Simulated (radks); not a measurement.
Species: the fluorine ion F+. Configuration: 1s1.75 2s2 2p4 3s0.25 (fractional occupations, a model configuration).

Method: Dirac Kohn-Sham, BLYP, spin-unpolarised, spherical densities, finite nucleus; open shells are shared between the two j in proportion to 2j + 1; Fermi nuclear charge, rms radius 2.8976 fm; computed with a radial shooting solver on a logarithmic mesh with Libxc functionals.

Energy parts (eV):
part                     energy
total                 -2525.190
kinetic                2524.320
electron-nucleus      -5924.093
Hartree                1124.689
exchange-correlation   -250.106

Orbitals (lengths in bohr, moments of r in powers of bohr; <r^-3> diverges for s and p1/2; r(90%) holds 90 % of the orbital's charge):
orbital	occ.	eigenvalue (eV)	<r>	<1/r>	<r^-3>	r(90%)
1s1/2	1.75	-706.8346	0.1748	8.695	-	0.313
2s1/2	2	-51.1838	0.9379	1.559	-	1.49
2p1/2	1.33333	-32.3791	0.9345	1.442	-	1.60
2p3/2	2.66667	-32.2932	0.9362	1.439	10.21	1.60
3s1/2	0.25	-7.8640	3.570	0.3769	-	5.38
3p1/2	0	-5.2070	4.400	0.3029	-	6.71
3p3/2	0	-5.2020	4.405	0.3026	0.6049	6.72

The highest occupied level is 3s1/2 at -7.864 eV. The electron density at the nucleus is 420.5 e/bohr^3.
